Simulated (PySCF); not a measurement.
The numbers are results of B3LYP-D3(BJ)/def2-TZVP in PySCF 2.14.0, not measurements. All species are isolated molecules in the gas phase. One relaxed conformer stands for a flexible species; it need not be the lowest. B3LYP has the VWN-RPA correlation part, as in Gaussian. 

Reference species (SMILES): `[C](F)(F)Br` (neutral, multiplicity 2).

| Property | Value |
|---|---|
| highest occupied spin orbital | -7.05 eV |

Changed species: `[C](F)(F)[SeH]` (F–C–Se–H torsion 177°) (radical fragment; the reference has radical fragment).

### Question
Predict the effect on the highest occupied spin orbital.

### Answer
the highest occupied spin orbital goes up by 0.82 eV, to -6.23 eV.
